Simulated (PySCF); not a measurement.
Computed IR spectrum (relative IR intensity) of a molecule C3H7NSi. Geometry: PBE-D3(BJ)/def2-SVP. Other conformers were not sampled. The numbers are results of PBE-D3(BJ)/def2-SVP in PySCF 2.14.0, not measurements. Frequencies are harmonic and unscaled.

```json
[
 {"ν (cm⁻¹)": "175", "relative intensity": "5.4"},
 {"ν (cm⁻¹)": "330", "relative intensity": "19"},
 {"ν (cm⁻¹)": "386", "relative intensity": "11"},
 {"ν (cm⁻¹)": "546", "relative intensity": "4.3"},
 {"ν (cm⁻¹)": "587", "relative intensity": "11"},
 {"ν (cm⁻¹)": "615", "relative intensity": "17"},
 {"ν (cm⁻¹)": "655", "relative intensity": "84"},
 {"ν (cm⁻¹)": "733", "relative intensity": "9.4"},
 {"ν (cm⁻¹)": "743", "relative intensity": "19"},
 {"ν (cm⁻¹)": "852", "relative intensity": "17"},
 {"ν (cm⁻¹)": "885", "relative intensity": "100"},
 {"ν (cm⁻¹)": "905", "relative intensity": "10"},
 {"ν (cm⁻¹)": "918", "relative intensity": "26"},
 {"ν (cm⁻¹)": "1170", "relative intensity": "4.7"},
 {"ν (cm⁻¹)": "1237", "relative intensity": "19"},
 {"ν (cm⁻¹)": "1426", "relative intensity": "38"},
 {"ν (cm⁻¹)": "1570", "relative intensity": "18"},
 {"ν (cm⁻¹)": "1998", "relative intensity": "4.4"},
 {"ν (cm⁻¹)": "2142", "relative intensity": "49"},
 {"ν (cm⁻¹)": "2145", "relative intensity": "46"},
 {"ν (cm⁻¹)": "2180", "relative intensity": "29"},
 {"ν (cm⁻¹)": "2998", "relative intensity": "6.7"},
 {"ν (cm⁻¹)": "3453", "relative intensity": "3.5"},
 {"ν (cm⁻¹)": "3557", "relative intensity": "3.8"}
]
```

Question: Which molecule gave these data?
(A) C#C[SiH2]CN
(B) CC1=NC[SiH2]1
(C) C[C@@H]1N=C[SiH2]1
(D) NC=C=C[SiH3]

Answer: D, NC=C=C[SiH3]
